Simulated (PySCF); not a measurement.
C₅H₁₄OSi.
SMILES: `CCC(C)(C)O[SiH3]`

The closed-shell SCF was solved with PySCF and density fitting under several settings on one GFN2-xTB geometry (grid level 2 and gas phase unless stated).

```csv
settings,basis functions,SCF cycles,E (Eh),HOMO (eV),LUMO (eV),dipole (D)
PBE0/pcSseg-1,196,13,-563.2077,-7.93,0.59,1.21
PBE0/def2-SVPD,259,13,-562.9793,-7.95,0.33,1.23
"PW91/pcSseg-1, energy threshold 1e-08 Eh",196,10,-563.5198,-6.52,-0.33,1.17
"OPBE/IGLO-II, IEF-PCM dimethylsulfoxide",251,15,-563.5838,-6.34,0.18,1.69
```

Task: Estimate the rows for these settings: (1) B97-D/def2-SVPD, energy threshold 1e-06 Eh; (2) PW91/def2-SVP; (3) WP04/6-311G**, grid level 4.

Result: 
| settings | basis functions | SCF cycles | E (Eh) | HOMO (eV) | LUMO (eV) | dipole (D) |
| --- | --- | --- | --- | --- | --- | --- |
| B97-D/def2-SVPD, energy threshold 1e-06 Eh | 259 | 8 | -563.2143 | -6.52 | -0.27 | 1.23 |
| PW91/def2-SVP | 172 | 15 | -563.2573 | -6.41 | -0.07 | 1.16 |
| WP04/6-311G**, grid level 4 | 218 | 14 | -573.9002 | -8.96 | -0.93 | 1.17 |

Task: Over all rows, what range does the HOMO–LUMO gap span?

Result: From 6.19 eV (PW91/pcSseg-1, energy threshold 1e-08 Eh) to 8.52 eV (PBE0/pcSseg-1). The functional of the narrowest has no exact exchange, that of the widest 25 % exact exchange.

Task: And the dipole moment?

Result: From 1.16 D (PW91/def2-SVP) to 1.69 D (OPBE/IGLO-II, IEF-PCM dimethylsulfoxide); the largest is 1.46 times the smallest, and the median is 1.21 D.

Task: Compare two rows with the functional PW91: PW91/pcSseg-1, energy threshold 1e-08 Eh and PW91/def2-SVP. Which energy is lower, and by how much?

Result: PW91/pcSseg-1, energy threshold 1e-08 Eh (196 functions) lies 0.2625 Eh or 165 kcal/mol below PW91/def2-SVP (172 functions).

B97-D ran without the empirical dispersion term, which would shift the total energy alone. Cycle counts include a coarse-grid stage where the run had one. All basis functions are spherical, in the Pople sets too. WP04 was designed for NMR shieldings or shifts; total energies of different functionals aren't comparable. The structure is a single GFN2-xTB conformer; no vibrational corrections.

The values belong to the conformer `[CH3:1][CH2:2][C:3]([CH3:4])([CH3:5])[O:6][SiH3:7]`: C1–C2–C3–C4 -60°, C2–C3–O6–Si7 -179°.
